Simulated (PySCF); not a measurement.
# Constants of HgF, step by step

State: ²Σ⁺, doublet, unpaired electrons σ ↑. De refers to Hg + F. ROHF-based CCSD(T) in PySCF 2.14 with Hg aug-cc-pVDZ-PP with ECP60, F aug-cc-pVDZ and Hg aug-cc-pVTZ-PP with ECP60, F aug-cc-pVTZ (frozen core orbitals: 5; scalar-relativistic core potentials). Correlation energies are extrapolated as n⁻³ (n = 2, 3), Hartree–Fock as (n+1)·exp(−9√n).

```
      Level  Re (Å)  ωe (cm⁻¹)  ωexe (cm⁻¹)  αe (cm⁻¹)  De (eV)
 CCSD(T)/DZ  2.0525      469.9         3.43    0.00190    1.203
 CCSD(T)/TZ  2.0331      478.1         3.31    0.00190    1.306
     HF/CBS  2.0189      515.1         2.48    0.00161    0.409
    MP2/CBS  2.0075      512.6         2.48    0.00165    1.379
   CCSD/CBS  2.0200      496.0         3.07    0.00181    1.242
CCSD(T)/CBS  2.0283      481.9         3.30    0.00190    1.358
```

Problem. How much is left between CCSD(T)/TZ and the basis-set limit, and how much do the triples give at the limit?

Solution. CCSD(T)/CBS less CCSD(T)/TZ: -4.8 mÅ in Re, +3.8 cm⁻¹ in ωe and +0.052 eV in De. CCSD(T)/CBS less CCSD/CBS: +8.3 mÅ in Re, -14.1 cm⁻¹ in ωe and +0.116 eV in De.

The T1 diagnostic is 0.037, large enough to doubt a single reference. The state was picked by a PBE0 search and need not be the measured ground state. Spin–orbit coupling, excitations beyond (T) and corrections to the Born–Oppenheimer picture are left out, and spin–orbit coupling matters for open p, d or f shells this heavy.

The whole job (state search and all basis sets along the bond) took about 28 min on 4 threads of Arm Neoverse V2 (shared host), peak memory 14 GiB.
